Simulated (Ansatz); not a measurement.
Born–Oppenheimer molecular dynamics of Cl3FTi (5 atoms, charge 0, multiplicity 1). It starts from a relaxed structure.

These are results of RKS PBE/def2-SVP in Ansatz, not measurements.

```yaml
ensemble: NVT, Langevin thermostat
time_step: 1 fs
steps_asked: 250
set_temperature: 500 K
friction: 0.001 /fs
seed: 713188
```

Frames 5 fs apart, positions in Å, forces in eV/Å.

Velocities at 180 fs (Å/ps):

```
Ti 3.91 0.14 -1.30
F -2.15 -3.39 0.94
Cl -3.78 -0.07 2.55
Cl -2.62 0.71 1.38
Cl 0.36 1.68 -0.99
```

```xyz
5
Properties=species:S:1:pos:R:3:forces:R:3 time_fs=180 energy_less_start_eV=0.146 T=188
Ti -0.012 -0.002 -0.055 -1.58 0.55 2.08
F -0.052 -0.161 1.720 0.02 0.10 -1.29
Cl 2.042 0.012 -0.549 1.14 0.04 -0.52
Cl -1.179 1.828 -0.515 0.45 -0.33 -0.02
Cl -1.147 -1.660 -0.835 -0.03 -0.36 -0.25
5
Properties=species:S:1:pos:R:3:forces:R:3 time_fs=185 energy_less_start_eV=0.210 T=91
Ti 0.004 0.000 -0.056 -2.53 0.53 2.15
F -0.060 -0.178 1.715 0.08 0.13 -1.24
Cl 2.027 0.011 -0.536 1.85 0.05 -0.68
Cl -1.189 1.830 -0.509 0.55 -0.41 0.00
Cl -1.146 -1.655 -0.840 0.05 -0.29 -0.24
5
Properties=species:S:1:pos:R:3:forces:R:3 time_fs=190 energy_less_start_eV=0.193 T=136
Ti 0.008 0.003 -0.043 -2.73 0.50 1.34
F -0.066 -0.197 1.694 0.07 0.09 -0.47
Cl 2.026 0.010 -0.527 1.99 0.06 -0.70
Cl -1.194 1.832 -0.503 0.57 -0.43 0.04
Cl -1.142 -1.653 -0.846 0.10 -0.22 -0.20
5
Properties=species:S:1:pos:R:3:forces:R:3 time_fs=195 energy_less_start_eV=0.149 T=183
Ti 0.001 0.008 -0.025 -2.20 0.49 -0.09
F -0.070 -0.218 1.668 0.00 -0.03 0.76
Cl 2.038 0.011 -0.520 1.55 0.06 -0.58
Cl -1.195 1.832 -0.495 0.52 -0.36 0.07
Cl -1.140 -1.649 -0.852 0.12 -0.16 -0.17
5
Properties=species:S:1:pos:R:3:forces:R:3 time_fs=200 energy_less_start_eV=0.121 T=253
Ti -0.017 0.014 -0.008 -1.19 0.46 -1.36
F -0.072 -0.240 1.653 -0.08 -0.16 1.81
Cl 2.059 0.013 -0.514 0.78 0.07 -0.37
Cl -1.193 1.832 -0.485 0.40 -0.23 0.08
Cl -1.135 -1.647 -0.858 0.09 -0.15 -0.15
5
Properties=species:S:1:pos:R:3:forces:R:3 time_fs=205 energy_less_start_eV=0.090 T=284
Ti -0.041 0.021 0.002 -0.09 0.21 -1.45
F -0.073 -0.265 1.659 -0.11 -0.14 1.73
Cl 2.087 0.014 -0.511 -0.07 0.09 -0.17
Cl -1.190 1.831 -0.474 0.23 -0.03 0.05
Cl -1.128 -1.647 -0.867 0.04 -0.14 -0.16
5
Properties=species:S:1:pos:R:3:forces:R:3 time_fs=210 energy_less_start_eV=0.080 T=318
Ti -0.066 0.027 0.005 0.89 -0.22 -0.51
F -0.073 -0.289 1.684 -0.15 0.05 0.73
Cl 2.114 0.016 -0.509 -0.75 0.11 -0.02
Cl -1.182 1.831 -0.462 0.03 0.22 -0.01
Cl -1.119 -1.646 -0.877 -0.03 -0.16 -0.19
5
Properties=species:S:1:pos:R:3:forces:R:3 time_fs=215 energy_less_start_eV=0.130 T=259
Ti -0.087 0.032 0.005 1.62 -0.71 0.63
F -0.074 -0.311 1.719 -0.19 0.29 -0.44
Cl 2.137 0.018 -0.507 -1.23 0.13 0.07
Cl -1.175 1.832 -0.451 -0.13 0.44 -0.07
Cl -1.111 -1.645 -0.892 -0.07 -0.14 -0.20
5
Properties=species:S:1:pos:R:3:forces:R:3 time_fs=220 energy_less_start_eV=0.203 T=162
Ti -0.099 0.034 0.008 1.98 -1.06 1.43
F -0.077 -0.328 1.752 -0.22 0.46 -1.28
Cl 2.153 0.018 -0.501 -1.48 0.14 0.12
Cl -1.168 1.834 -0.441 -0.22 0.54 -0.10
Cl -1.102 -1.646 -0.910 -0.06 -0.08 -0.17
5
Properties=species:S:1:pos:R:3:forces:R:3 time_fs=225 energy_less_start_eV=0.224 T=111
Ti -0.099 0.030 0.016 1.94 -1.06 1.62
F -0.079 -0.339 1.772 -0.23 0.51 -1.59
Cl 2.157 0.019 -0.494 -1.55 0.13 0.15
Cl -1.165 1.841 -0.434 -0.15 0.41 -0.07
Cl -1.092 -1.648 -0.930 -0.02 0.00 -0.11
5
Properties=species:S:1:pos:R:3:forces:R:3 time_fs=230 energy_less_start_eV=0.171 T=199
Ti -0.092 0.020 0.031 1.61 -0.77 1.14
F -0.082 -0.342 1.774 -0.21 0.42 -1.29
Cl 2.152 0.020 -0.488 -1.46 0.12 0.16
Cl -1.161 1.850 -0.425 0.02 0.13 0.01
Cl -1.082 -1.653 -0.949 0.05 0.11 -0.01
5
Properties=species:S:1:pos:R:3:forces:R:3 time_fs=235 energy_less_start_eV=0.096 T=326
Ti -0.074 0.006 0.051 1.00 -0.30 0.04
F -0.089 -0.342 1.760 -0.16 0.20 -0.42
Cl 2.137 0.020 -0.483 -1.21 0.10 0.16
Cl -1.159 1.861 -0.415 0.23 -0.22 0.11
Cl -1.071 -1.657 -0.970 0.14 0.22 0.11
```

Of the whole run (250 fs, mean temperature of the second half 246 K): The mean temperature of the second half is 51 % below the set value. A run of 0.25 ps of so small a system gives no equilibrium averages.

Time of the run: 8.3 min on 2 threads of Arm Neoverse V1, on a shared host, peak memory 0.15 GiB.
